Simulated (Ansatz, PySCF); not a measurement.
Dimer: HCl (SMILES Cl) (first 2 atoms) with ClH3Si (SMILES [SiH3]Cl); geometry from B3LYP-D3(BJ)/def2-TZVP, rigid monomers moved along the line of their centres of mass till H2···Cl4 is 2.84 Å.
(charge 0, multiplicity 1):
```csv
atom,x (Å),y (Å),z (Å)
Cl,0.1814,0.4272,-0.0816
H,-0.0892,-0.4557,0.8177
Si,0.0035,0.5626,4.1825
Cl,-0.4477,-1.3467,3.4851
H,-0.0912,0.5233,5.6537
H,-0.9813,1.4976,3.6114
H,1.3718,0.8920,3.7469
```

Interaction energies are E(AB) − E(A) − E(B) at the monomers' geometry in the complex; basis-set methods are counterpoise corrected. Rows marked so take none.

Correlated levels freeze the cores. CBS(a, b) extrapolates the correlation energy as X⁻³ and adds the Hartree–Fock energy of set b. Rows in 6-31G* carry no dispersion term and start afresh at each structure (6-31G* with six Cartesian d functions). MP2/6-31G* freezes PySCF's default core.

Codes used: Ansatz (a program for electronic structure) with Gaussian orbitals; PySCF for 6-31G* rows. 

Task: Give the interaction energy at the level PBE/def2-TZVPPD.

Result: -1.7 kcal/mol
